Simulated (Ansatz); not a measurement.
One change: `C=NC(=N)[TeH]` becomes `C=NC(=N)OC`.

Ansatz, PBE0-D4/def2-TZVP geometries, multiplicity 1. Each molecule was computed in one conformer, which needn't be the lowest.

Elements past krypton have def2 core potentials.  Spin–orbit coupling is left out; it splits and shifts lone-pair levels of the heavy atoms by tenths of an eV.

```tsv
property	`C=NC(=N)[TeH]`
LUMO energy (PBE/def2-TZVPP) / eV	-2.64
LUMO energy (ωB97M-V/def2-TZVPP) / eV	0.43
HOMO energy (PBE/def2-TZVPP) / eV	-5.46
HOMO energy (PBE0/def2-TZVPP) / eV	-6.47
HOMO–LUMO gap (B3LYP/def2-TZVPP) / eV	4.38
zero-point energy (PBE0-D4/def2-TZVP) / kJ/mol	154.3
```

Task: Give the same properties after the change, and the shifts. (An estimate is asked.)

Result: Ansatz gave: 
```csv
property,`C=NC(=N)OC`,shift
LUMO energy (PBE/def2-TZVPP) / eV,-2.56,0.08
LUMO energy (ωB97M-V/def2-TZVPP) / eV,0.67,0.24
HOMO energy (PBE/def2-TZVPP) / eV,-6.47,-1.01
HOMO energy (PBE0/def2-TZVPP) / eV,-7.87,-1.40
HOMO–LUMO gap (B3LYP/def2-TZVPP) / eV,5.87,1.49
zero-point energy (PBE0-D4/def2-TZVP) / kJ/mol,252.8,98.5
```

With PBE0 the HOMO falls by 1.40 eV and the LUMO rises by 0.12 eV, so the gap widens by about 1.52 eV. PBE moves the HOMO by -1.01 eV and ωB97M-V by -1.58 eV. The zero-point energy changes by 98.5 kJ/mol with +9 modes.

Positive LUMOs are unbound, so they and the gaps depend on the basis.

B3LYP here is the variant with VWN-RPA as its local correlation; programs differ in this.
